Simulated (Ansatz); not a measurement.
Species: BN$_{2}$H$_{4}$F, charge 0, singlet. BN2H4F (SMILES NB(F)N).
B3LYP-D3(BJ)/def2-TZVP minimum from Ansatz (a quantum-chemistry and plane-wave program):
```xyz
8

B     -0.0101    -0.0116    -0.0062
F     -0.8331    -0.9610    -0.5147
N     -0.0496     1.2712    -0.5939
H     -0.6642     1.4760    -1.3611
H      0.5148     2.0460    -0.2977
N      0.8237    -0.3782     1.0722
H      1.4694     0.2429     1.5236
H      0.8098    -1.3081     1.4510
```
Charge 0, spin multiplicity 1.

Atomisation energy term by term, kcal/mol (programs: Ansatz). Open shells are spin-unrestricted; no spin-orbit coupling. Correlated methods leave the cores frozen. Rows without X2C or -DK are non-relativistic. CBS(X,Y): correlation extrapolated as X^-3, Hartree-Fock from the larger set. A bracket is a step between two methods taken in the basis named. '+ core + X2C': CCSD(T) terms for core correlation (cc-pwCVTZ) and scalar relativity (cc-pVTZ-DK). Where a partner has so few electrons that a lower coupled-cluster level is exact, that level stands in.

```
term                               basis  kcal/mol
------------------  --------------------  --------
Hartree-Fock                     cc-pVQZ    545.81
CCSD correlation    CBS(cc-pVTZ,cc-pVQZ)    204.21
(T)                 CBS(cc-pVTZ,cc-pVQZ)     12.71
CCSDT(Q) - CCSD(T)               cc-pVDZ      0.70
core correlation               cc-pwCVTZ      3.18
scalar relativity        X2C, cc-pVTZ-DK     -0.89
sum: De                                      765.7
```
